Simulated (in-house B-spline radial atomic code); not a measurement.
Radial electron density of the ruthenium ion Ru²⁺, [Kr] (4d3/2)4 (4d5/2)2. Level of theory: Dirac-Hartree-Fock, average of the jj configuration, Fermi nucleus of rms radius 4.4809 fm; calculated with an all-electron radial atomic-structure program (B-spline basis).

Columns: r (bohr), 4πr²n(r) (electrons per bohr), bar.

```
 0.00123    1.429 #
  0.0015    2.032 #
 0.00184    2.904 ##
 0.00224    4.069 ###
 0.00273     5.67 ####
 0.00334    7.873 #####
 0.00407    10.74 #######
 0.00497    14.48 #########
 0.00607    19.21 ############
 0.00741    24.92 ################
 0.00904    31.49 ####################
   0.011     38.5 ########################
  0.0135    45.69 #############################
  0.0164    51.51 #################################
  0.0201    55.46 ###################################
  0.0245    56.38 ####################################
  0.0299     54.4 ##################################
  0.0365    50.76 ################################
  0.0446    48.05 ##############################
  0.0544    49.15 ###############################
  0.0664    55.22 ###################################
  0.0811     63.9 ########################################
   0.099    69.54 ############################################
   0.121    66.99 ##########################################
   0.147    57.18 ####################################
    0.18    46.96 ##############################
    0.22    45.18 #############################
   0.268    51.06 ################################
   0.327    54.52 ##################################
     0.4    46.66 ##############################
   0.488    30.77 ###################
   0.595    17.64 ###########
   0.727    13.21 ########
   0.887    13.96 #########
    1.08     13.6 #########
    1.32    10.31 #######
    1.61     6.18 ####
    1.97    3.009 ##
     2.4    1.257 #
    2.93   0.4295 
    3.58   0.1116 
    4.37  0.02015 
    5.34 0.002211
```

On this grid the curve has 4 maxima, near 0.0245, 0.099, 0.327, 0.887 bohr.

The 4d3/2 radial function P(r) = rR(r), positive near the nucleus, with its small component Q(r) (sign convention: Q ≈ (P' + κP/r)/2c):

```csv
r (bohr),P,Q
0.011,0.000868,0.00123
0.0164,0.002535,0.002467
0.0245,0.007267,0.004754
0.0365,0.0198,0.008558
0.0544,0.05038,0.01405
0.0811,0.1156,0.02016
0.121,0.2284,0.0237
0.18,0.3608,0.02036
0.268,0.4032,0.008956
0.4,0.1959,-0.004676
0.595,-0.2776,-0.01174
0.887,-0.7499,-0.009568
1.32,-0.8566,-0.003953
1.97,-0.5954,-0.000569
2.93,-0.2559,0.0002688
4.37,-0.05634,0.0001352
```
